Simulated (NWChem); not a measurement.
Si₂H₅O₂Cl; SMILES O[Si@@H](Cl)O[SiH3]

```xyz
10

O      1.4659    -1.5478     0.6277
Si     0.7431    -0.5947    -0.4959
Cl    -1.2247    -1.1799    -0.7814
O      0.7038     0.9763    -0.0273
Si    -0.2680     2.3165     0.1720
H      1.0933    -1.5758     1.5142
H      1.4989    -0.7680    -1.7474
H     -1.0449     2.5844    -1.0726
H      0.6191     3.4734     0.4722
H     -1.2093     2.1004     1.3093
```
Atoms are numbered in this order, from 1.

Structure relaxed at the PBE0/def2-SVP level.

**Question.** Give the principal values of the shielding tensors (ppm) of O1, Si2, Cl3, O4, Si5 from PBE/pcSseg-1, GIAO (NWChem), with their diamagnetic and paramagnetic parts as GIAO splits them.

**Answer.** 
| atom | σ11 | σ22 | σ33 | isotropic | diamagnetic | paramagnetic |
|---|---|---|---|---|---|---|
| O1 | 200.3 | 246.6 | 283.6 | 243.5 | 389.8 | -146.2 |
| Si2 | 361.2 | 367.7 | 396.2 | 375.0 | 881.4 | -506.4 |
| Cl3 | 713.7 | 749.3 | 1023.2 | 828.7 | 1148.8 | -320.1 |
| O4 | 214.1 | 258.7 | 303.4 | 258.7 | 397.3 | -138.6 |
| Si5 | 330.9 | 339.9 | 451.2 | 374.0 | 880.0 | -506.0 |
